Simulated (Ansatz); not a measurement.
Geometry optimisation, RKS BLYP-D4/def2-SVP (Ansatz 0.2.0).

The input (input.yaml):

```yaml
crystal:
  periodic: [false, false, false]
  atoms:
    - { symbol: Ga, position_ang: [0.0, 0.0, 0.0] }
    - { symbol: "N", position_ang: [1.3882, 0.0, 1.6155] }
    - { symbol: H, position_ang: [0.5112, -0.2713, 2.1455] }
    - { symbol: H, position_ang: [2.2651, 0.2713, 2.1455] }
    - { symbol: H, position_ang: [1.7585, 0.0, 0.2012] }
    - { symbol: "N", position_ang: [-1.6714, 0.0, -0.965] }
    - { symbol: H, position_ang: [-2.3403, -0.8164, -0.8664] }
    - { symbol: H, position_ang: [-1.9204, 0.8164, -1.5936] }
basis:
  gaussian: { orbitals: def2-SVP }
hamiltonian:
  xc: blyp
  dispersion: d4
relax:
  f_tol: 0.15
  max_steps: 25
  restrain:
    - { distance: [1, 4], at: 1.06, k: 30.0 }
    - { distance: [0, 1], at: 3.13, k: 30.0 }
    - { distance: [0, 4], at: 2.77, k: 30.0 }
```

Launched with:

```bash
$ ansatz run input.yaml --threads 2 --pin off --max-ram 3072MiB --backend cpu --events-out ev --progress --plain --runs-dir out
```

**Question.** Where does it end, and by what steps?

**Answer.** It converged. The restraints hold the end off the free minimum. After 21 steps the energy has fallen by 4.455 eV (the restraints' own energy left out); Ga1 moved furthest, 1.44 Å. Parted: Ga1–N2 (2.13 → 3.12 Å). Joined: N2–H5 (1.46 → 1.04 Å).

| step | energy less start (eV) | largest force component (eV/Å) | accepted |
| --- | --- | --- | --- |
| 0 | 0.0000 | 2.896 | yes |
| 1 | -0.4293 | 4.393 | yes |
| 2 | -0.3941 | 8.083 | yes |
| 3 | -1.2921 | 8.940 | yes |
| 4 | -3.2710 | 2.430 | yes |
| 5 | -3.8492 | 1.275 | yes |
| 6 | -4.0766 | 0.792 | yes |
| 7 | -4.0095 | 1.374 | no |
| 8 | -4.1179 | 0.339 | yes |
| 9 | -4.1364 | 0.303 | yes |
| 10 | -4.1562 | 0.606 | yes |
| 11 | -4.1927 | 0.806 | yes |
| 12 | -4.2468 | 0.740 | yes |
| 13 | -4.3064 | 0.432 | yes |
| 14 | -4.3466 | 0.478 | yes |
| 15 | -4.3793 | 0.470 | yes |
| 16 | -4.4224 | 0.580 | yes |
| 17 | -4.3678 | 1.502 | no |
| 18 | -4.4343 | 0.565 | yes |
| 19 | -4.4421 | 0.567 | yes |
| 20 | -4.4460 | 0.507 | yes |
| 21 | -4.4546 | 0.664 | yes |

```xyz
8
Properties=species:S:1:pos:R:3
Ga 0.221 0.263 -1.397
N 1.155 -0.036 1.562
H 1.093 0.666 2.313
H 1.619 -0.862 1.967
H 1.831 0.349 0.865
N -1.597 -0.056 -0.975
H -1.930 -0.298 -0.033
H -2.400 -0.024 -1.617
```

Run time: 28 s on 2 threads of Arm Neoverse V1, with other jobs on the host, peak memory 0.12 GiB.
